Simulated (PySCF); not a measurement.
SMILES [O]=[Re](=[O])(=[O])[OH] (HO₄Re) (CAM-B3LYP/def2-SVP optimised geometry):

```
6

Re    -0.582    -0.804     0.000
O     -1.112     0.804     0.000
O      1.112    -0.804     0.000
O     -1.114    -1.539    -1.431
O     -1.227    -1.695     1.461
H     -1.566    -2.158     2.229
```

Computed with CAM-B3LYP/def2-TZVP, def2 effective core potentials past Kr (PySCF).

### Question
What are the frontier orbital energies and the dipole moment?

### Answer
HOMO-2 -11.25 eV, HOMO-1 -11.25 eV, HOMO -10.97 eV, LUMO -1.41 eV, LUMO+1 -1.41 eV; dipole moment 4.32 D.
